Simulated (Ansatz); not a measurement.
Coupled-cluster diagnostics for Au2O2⁻, Ansatz.

Geometry of the doublet (PBE-D4/def2-TZVPD):

| atom | x (Å) | y (Å) | z (Å) |
| --- | --- | --- | --- |
| Au1 | 0.7062 | -2.1848 | -2.1635 |
| Au2 | 0.3046 | -0.4366 | -0.3202 |
| O3 | 0.0563 | 0.9717 | 1.2188 |
| O4 | -1.0671 | 1.6497 | 1.2648 |

In the def2 sets Au takes a core potential; there is no spin–orbit coupling. Correlated methods freeze 2 core orbitals; core or outer-core shells of Au are correlated, in sets that lack core-valence functions. The structure holds one bond between oxygen atoms, so isomers without such links may lie far lower. In the quartet geometry the species has come apart into loosely held pieces. The structure comes from a short search, and lower isomers may exist.

Geometry of the charge -1 quartet (PBE-D4/def2-TZVPD):

Cartesian coordinates in Å:
```
Au 2.3465 0.9821 0.6080
Au 0.8059 -1.1103 1.1032
O -1.5074 -0.4427 -0.5072
O -1.6450 0.5709 -1.2040
```

Q: Estimate the CCSD(T) correlation energy, the shares of MP2 and (T), T1 and the reference's ⟨S²⟩ for: charge -1, doublet, own geometry in def2-SVPD; charge -1, quartet, own geometry in def2-SVPD; and the rough time on 4 threads of Intel Xeon on a shared host.

A: 
```
                           state      basis  correlation (eV)  MP2 share (%)  (T) share (%)     T1  ⟨S²⟩ (pure)  wall time            remarks
charge -1, doublet, own geometry  def2-SVPD           -30.753          101.1            3.4  0.032  0.78 (0.75)    2.9 min                  –
charge -1, quartet, own geometry  def2-SVPD           -30.205          101.3            3.2  0.029  3.92 (3.75)    2.7 min  spin-contaminated
```
Customary marks for T1 are 0.02 (closed shells), 0.045 (open shells) and about 0.05 (3d metals). T1 exceeds 0.02 in 2 of 2 rows and 0.045 in 0; the higher it lies, the less the single-reference result can be trusted.
